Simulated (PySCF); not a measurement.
# RbS: script and output

The script input.py:

```python
from pyscf import gto, scf, mp

mol = gto.M(
    atom='Rb 0 0 0; S 0 0 2.974',
    basis='lanl2dz',
    ecp={'Rb': 'lanl2dz', 'S': 'lanl2dz'},
    charge=0,
    spin=1,
    verbose=4,
)
mf = scf.UHF(mol)
mf.kernel()
mp.MP2(mf).kernel()
mf.dip_moment()
print('orbital energies (hartree):', [e[max(0, n-3):n+3].round(4) for e, n in zip(mf.mo_energy, mol.nelec)])
```

```bash
$ OMP_NUM_THREADS=1 python input.py
```

It prints (some set-up lines and the per-cycle HOMO/LUMO lines with their warnings removed):

```
PySCF version 2.14.0

[INPUT] verbose = 4
[INPUT] num. atoms = 2
[INPUT] num. electrons = 15
[INPUT] charge = 0
[INPUT] spin (= nelec alpha-beta = 2S) = 1
[INPUT] symmetry False subgroup None
[INPUT] Mole.unit = angstrom
[INPUT] Symbol           X                Y                Z      unit          X                Y                Z       unit  Magmom
[INPUT]  1 Rb     0.000000000000   0.000000000000   0.000000000000 AA    0.000000000000   0.000000000000   0.000000000000 Bohr   0.0
[INPUT]  2 S      0.000000000000   0.000000000000   2.974000000000 AA    0.000000000000   0.000000000000   5.620045494456 Bohr   0.0

nuclear repulsion = 9.60846314380632
number of shells = 9
number of NR pGTOs = 35
number of NR cGTOs = 20
basis = lanl2dz
ecp = {'Rb': 'lanl2dz', 'S': 'lanl2dz'}

******** <class 'pyscf.scf.uhf.UHF'> ********
method = UHF
initial guess = minao
damping factor = 0
level_shift factor = 0
DIIS = <class 'pyscf.scf.diis.CDIIS'>
diis_start_cycle = 1
diis_space = 8
diis_damp = 0
SCF conv_tol = 1e-09
SCF conv_tol_grad = None
SCF max_cycles = 50
direct_scf = True
direct_scf_tol = 1e-13
number electrons alpha = 8  beta = 7
Set gradient conv threshold to 3.16228e-05
init E= -31.7406295647136

cycle= 1 E= -33.258121718543  delta_E= -1.52  |g|= 0.363  |ddm|=  2.2
cycle= 2 E= -33.463660069888  delta_E= -0.206  |g|= 0.207  |ddm|= 0.803
cycle= 3 E= -33.4915743514608  delta_E= -0.0279  |g|= 0.0495  |ddm|= 0.222
cycle= 4 E= -33.4944607921667  delta_E= -0.00289  |g|= 0.00737  |ddm|= 0.106
cycle= 5 E= -33.4947711070853  delta_E= -0.00031  |g|= 0.00208  |ddm|= 0.0394
cycle= 6 E= -33.4947934548167  delta_E= -2.23e-05  |g|= 0.000341  |ddm|= 0.0134
cycle= 7 E= -33.4947938293369  delta_E= -3.75e-07  |g|= 9.3e-05  |ddm|= 0.00135
cycle= 8 E= -33.4947938648868  delta_E= -3.55e-08  |g|= 2.93e-05  |ddm|= 0.000463
cycle= 9 E= -33.4947938682919  delta_E= -3.41e-09  |g|= 9.82e-06  |ddm|= 0.000138
cycle= 10 E= -33.4947938687834  delta_E= -4.91e-10  |g|= 3.88e-06  |ddm|= 5.42e-05
Extra cycle  E= -33.4947938688422  delta_E= -5.88e-11  |g|= 2.54e-06  |ddm|= 1.2e-05
converged SCF energy = -33.4947938688422  <S^2> = 0.75400296  2S+1 = 2.003999

******** <class 'pyscf.mp.ump2.UMP2'> ********
nocc = (np.int64(8), np.int64(7)), nmo = (20, 20)
E(UMP2) = -33.5194553481755  E_corr = -0.0246614793333512
E(SCS-UMP2) = -33.5199359156324  E_corr = -0.0251420467902208
E_corr(same-spin) = -0.00513660970361606
E_corr(oppo-spin) = -0.0195248696297351
Dipole moment(X, Y, Z, Debye):  0.00000, -0.00000, -12.81318
orbital energies (hartree): [array([-0.312 , -0.2632, -0.2585, -0.0114,  0.0187,  0.0209]), array([-0.6675, -0.2299, -0.2275, -0.0113,  0.0158,  0.0212])]
```

In short: E(SCF) = -33.494794 Eh, 10 cycles, E(MP2) − E(SCF) = -0.02466 Eh, ⟨S²⟩ = 0.754, μz(SCF) = -12.81 D.

Hardware: Arm Neoverse V1, 1 thread, shared host. Wall time 0.85 s, peak memory 0.11 GiB.

The bond length is a typed value, not an optimised one. No search for the lowest solution was made.
